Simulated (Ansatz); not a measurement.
`[F][Al]([Cl])[Br]` + CH₃OH → `C[O][Al]([F])[Cl]` + HBr at 600 K and 1 bar (ligand exchange at the Al–Br bond).

Isolated molecules relaxed with PBE0-D4/def2-TZVP in Ansatz; ΔE leaves out vibrations. CCSD(T)/CBS adds triple-zeta CCSD(T) − MP2 to the extrapolated MP2 energy (def2 sets, frozen cores). This one scheme is used for every species. For Br outer-core shells are correlated without core-valence functions, which leaves a few kJ/mol of doubt a bond. Scalar relativity is left out up to krypton. One conformer a species, not always the lowest.

```json
{"species": "`[F][Al]([Cl])[Br]`", "CCSD(T)/CBS energy (Eh)": "-3375.12363", "H − E (kJ/mol)": "53.0", "S (J/(mol·K))": "380.5"}
{"species": "CH₃OH", "CCSD(T)/CBS energy (Eh)": "-115.61712", "H − E (kJ/mol)": "163.6", "S (J/(mol·K))": "277.3"}
{"species": "`C[O][Al]([F])[Cl]`", "CCSD(T)/CBS energy (Eh)": "-916.81237", "H − E (kJ/mol)": "176.7", "S (J/(mol·K))": "433.5"}
{"species": "HBr", "CCSD(T)/CBS energy (Eh)": "-2573.91920", "H − E (kJ/mol)": "33.5", "S (J/(mol·K))": "219.1"}
```

H − E and S are ideal-gas, rigid-rotor, harmonic terms from PBE0-D4/def2-TZVP, for one conformer and one mirror image of each species. 1 Eh = 2625.50 kJ/mol, R = 8.31446 J/(mol·K).

Task: By hand: ΔE, ΔH, ΔS and ΔG.

Result: ΔE = (-916.81237) + (-2573.91920) − (-3375.12363) − (-115.61712) = 0.00918 Eh = 24.1 kJ/mol. Δ(H − E) = 176.7 + 33.5 − 53.0 − 163.6 = -6.4, so ΔH = 17.7 kJ/mol. ΔS = 433.5 + 219.1 − 380.5 − 277.3 = -5.2 J/(mol·K). ΔG = 17.7 − 600 × (-5.2)/1000 = 20.8 kJ/mol.

Task: By hand: the equilibrium constant, and the temperature at which ΔG would vanish if ΔH and ΔS stayed fixed.

Result: log₁₀ K = −ΔG/(RT ln 10) = -1.8. ΔH and −TΔS have one sign here, so there is no such temperature.

The number of gas molecules stays the same, so ΔS is small and ΔH decides. A doubt of 5 kJ/mol in ΔE shifts log₁₀ K by 0.4 here. Other conformers and mirror images would add mixing entropy, several J/(mol·K) or more a flexible species. These are equilibria of isolated gas molecules and say nothing of rates. Largest T1 diagnostic: 0.011 (customary marks: 0.02 for closed shells, 0.045 for open ones).

ΔS is within the doubt of such terms, so its sign, and with it that verdict, could turn.
